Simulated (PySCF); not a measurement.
## BeO⁻ at BHandHLYP

Computed with BHandHLYP; Be aug-cc-pVDZ-DK, O aug-cc-pVDZ-DK; spin-free X2C with a Gaussian nucleus (PySCF 2.14).

```json
{
  "state": "²Σ⁺ (doublet), unpaired electrons σ ↑",
  "bond length": "1.363 Å",
  "harmonic wavenumber": "1430 cm⁻¹",
  "force constant": "6.95 mdyn/Å",
  "rotational constant Be": "1.574 cm⁻¹",
  "anharmonicity ωexe": "9.26 cm⁻¹",
  "vibration–rotation constant αe": "0.0163 cm⁻¹",
  "bond order (Mayer)": "2.12",
  "dipole moment (positive dipole points towards O; it is taken about the centre of mass and depends on that origin)": "-0.14 D"
}
```

The state is the lowest determinant that a PBE0 search found; another state may lie lower at other levels.
